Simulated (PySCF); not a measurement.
Computed IR spectrum (relative IR intensity) of a molecule C₂H₄BNO₂. Geometry: PBE-D3(BJ)/def2-SVP. One conformer was computed; it need not be the lowest. These are PBE-D3(BJ)/def2-SVP in PySCF values and carry that method's errors. Frequencies are harmonic and unscaled.

Lines under 2 % of the strongest are left out, and lines within 2 cm⁻¹ are merged.

```tsv
ν (cm⁻¹)	relative intensity
587	6.8
860	3.3
933	14
1173	11
1267	7.9
1337	21
1405	3.3
1575	9.8
2431	100
3753	5.4
```

Question: Which structure fits?
A. COBN=C=O
B. CB(O)N=C=O
C. OCB1N=CO1
D. OB1C=NCO1

Answer: B, CB(O)N=C=O
